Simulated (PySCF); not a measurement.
Job for PySCF: R-HF/3-21G on H2IIn (SMILES [InH2][I]), a point of a bond scan (R = 5.485 Å).

```python
from pyscf import gto, scf, dft, mp
from pyscf.data.elements import chemcore

mol = gto.M(
    atom='''
    In   -0.72638877   -1.13552285    0.19955666
    H     1.37528051   -4.45896832    4.02321925
    H    -2.11914691   -1.24747254   -0.79314453
    I     0.71286441    1.11438097   -0.19584118
    ''',
    basis='3-21g',
    charge=0, spin=0, verbose=3, max_memory=1800)
mf = scf.RHF(mol)
mf.conv_tol = 1e-8
mf.max_cycle = 100
mf.kernel()
if not mf.converged:
    mf = mf.newton().run(mf.mo_coeff, mf.mo_occ)
```

Task: Give the final energy of this run.

Result: -12602.9777 hartree.
